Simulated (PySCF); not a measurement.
Basis and Hamiltonian dependence of the electron affinity of Se

Se⁻ [Ar] 3d10 4s2 4p5 (2P) → Se [Ar] 3d10 4s2 4p4 (3P). All values are computed (PySCF 2.14, energy differences of UHF-based or UKS calculations, no spin-orbit coupling). Values in eV.

| basis | Hamiltonian | functions | UHF | r2SCAN | PBE0 | MP2 (valence) | CCSD(T) (valence) | CCSD(T) (valence and next inner shell) |
| --- | --- | --- | --- | --- | --- | --- | --- | --- |
| aug-cc-pVDZ-PP with ECP10MDF | ECP | 32 | 0.952 | 2.063 | 2.016 | 1.719 | 1.735 | n/a |
| aug-cc-pVDZ-DK | spin-free X2C | 36 | 0.957 | 2.073 | 2.029 | 1.720 | 1.738 | n/a |
| aug-cc-pwCVDZ-PP with ECP10MDF | ECP | 48 | 0.946 | 2.076 | 2.024 | 1.716 | n/a | 1.733 |
| aug-cc-pVTZ-PP with ECP10MDF | ECP | 55 | 0.927 | 2.052 | 2.003 | 1.850 | 1.899 | n/a |
| x2c-TZVPPall with one added diffuse shell each of s, p, d type | spin-free X2C | 57 | 0.929 | 2.065 | 2.011 | 1.803 | 1.846 | 1.857 |
| def2-TZVPPD | non-relativistic | 57 | 0.982 | 2.114 | 2.059 | 1.844 | 1.883 | 1.893 |
| aug-cc-pVTZ-PP with one added diffuse shell each of s, d, f type with ECP10MDF | ECP | 68 | 0.928 | 2.052 | 2.003 | 1.853 | 1.902 | n/a |
| aug-cc-pVQZ-PP with ECP10MDF | ECP | 89 | 0.925 | 2.052 | 2.006 | 1.934 | 1.988 | n/a |
| dyall-av2z | non-relativistic | 92 | 1.021 | 2.143 | 2.095 | 1.773 | 1.785 | n/a |
| aug-cc-pwCVTZ-PP with ECP10MDF | ECP | 96 | 0.925 | 2.051 | 2.004 | 1.854 | 1.902 | 1.910 |
| def2-QZVPPD | non-relativistic | 98 | 0.978 | 2.106 | 2.057 | 1.939 | 1.993 | n/a |
| x2c-QZVPPall with one added diffuse shell each of s, p, d, f type | spin-free X2C | 113 | 0.926 | 2.057 | 2.011 | 1.910 | n/a | n/a |
| aug-cc-pVQZ-PP with one added diffuse shell each of s, p, d, f, g type with ECP10MDF | ECP | 114 | 0.925 | 2.053 | 2.007 | 1.937 | n/a | n/a |

Task: Estimate the row for aug-cc-pVTZ-DK (spin-free X2C, 59 functions).

Result: From the rows with the same Hamiltonian and similar size; the calculation gives UHF 0.93; r2SCAN 2.06; PBE0 2.01; MP2 (valence) 1.85; CCSD(T) (valence) 1.90 (eV).

Extrapolation of CCSD(T) (valence) from aug-cc-pVTZ-PP with ECP10MDF and aug-cc-pVQZ-PP with ECP10MDF: the correlation parts are 0.972 and 1.063 eV; with the X⁻³ form and unrounded values, (4³ × 1.063 − 3³ × 0.972)/(4³ − 3³) = 1.129 eV, and adding the Hartree-Fock value 0.925 eV of the larger basis gives 2.055 eV.

Frozen in the all-electron rows: valence: [Ar] 3d10; valence and next inner shell: [Ne]; with a core potential, the same shells as far as they lie outside it.

Non-relativistic rows lack the scalar-relativistic shift.

In most of these bases the highest occupied level of the anion is positive at r2SCAN, PBE0, so the basis helps to hold the electron.

Between the lowest levels the reference is 2.021 eV (measured; photodetachment measurements, as compiled on the Wikipedia data page of electron affinities); it includes spin-orbit coupling, which these numbers lack.
